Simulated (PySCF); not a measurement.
Bond length, frequency and bond energy of SnC⁺ by level of theory

State: ⁴Σ⁻ (quartet), unpaired electrons σ ↑, π ↑↑. Set-up: basis Sn aug-cc-pVDZ-PP with ECP28, C aug-cc-pVDZ; scalar-relativistic core potentials; PySCF 2.14. De refers to Sn⁺ + C in their high-spin ground configurations, without counterpoise correction. The functionals are run spin-unrestricted. A positive dipole points towards C; it is taken about the centre of mass and depends on that origin.

```csv
Level,Re (Å),ωe (cm⁻¹),De (eV),μ (D),"CPU s a point (SCF and correlation, without the integrals)"
UHF,2.105,645,1.59,-0.98,0.32
UHF-MP2,2.124,620,2.37,n/a,0.45
UHF-SCS-MP2,2.122,622,2.04,n/a,n/a
UHF-CCSD,2.134,597,2.24,n/a,n/a
UHF-CCSD(T),2.144,580,2.37,n/a,13
PBE,2.160,545,3.06,-0.60,0.91
BP86,2.164,540,3.00,-0.56,0.61
r²SCAN,2.135,581,2.93,-0.52,1.2
B3LYP,2.149,562,2.56,-0.79,1.1
PBE0,2.128,590,2.75,-0.77,1.7
HSE06,2.130,588,2.77,-0.74,1.6
M06-2X,2.134,596,2.44,-1.16,1.4
```

Which functional lies closest to UHF-CCSD(T) in De, which farthest, and by how much do they differ from it?

Closest is M06-2X (-1.0 pm in Re, +2.8 % in ωe, +0.07 eV in De against UHF-CCSD(T) in the same basis), farthest PBE (+1.6 pm in Re, -6.0 % in ωe, +0.69 eV in De). CCSD(T) converges more slowly with the basis than the functionals do and binds too weakly in this one, so the order can change at the basis-set limit.

What does a quarter of exact exchange do here, going from PBE to PBE0?

PBE0 less PBE: -3.2 pm in Re, +8.3 % in ωe, -0.31 eV in De. Exact exchange removes part of the self-interaction that spreads semilocal densities, and in most molecules shortens and stiffens the bond and lowers De; so it does here.

What does the step from GGA to meta-GGA do here, going from PBE to r²SCAN?

r²SCAN less PBE: -2.5 pm in Re, +6.6 % in ωe, -0.13 eV in De. 

Correlated steps freeze 5 core orbitals. Correlated levels converge slowly with the basis: in double zeta they bind strong bonds too weakly, by up to about 1 eV, and carry superposition errors of some tenths. Spin–orbit coupling is left out, which matters for elements this heavy, above all for dissociation energies. For an ion De counts to the pair picked by the measured ionisation energies or electron affinities, which need not be the lowest pair at this level. The state is the lowest determinant that a PBE0 search found; another state may lie lower at other levels.

The whole job (state search and all levels along the bond) took about 4.1 min on 1 thread of Oxide Virtual Turin-like (shared host), peak memory 0.72 GiB.
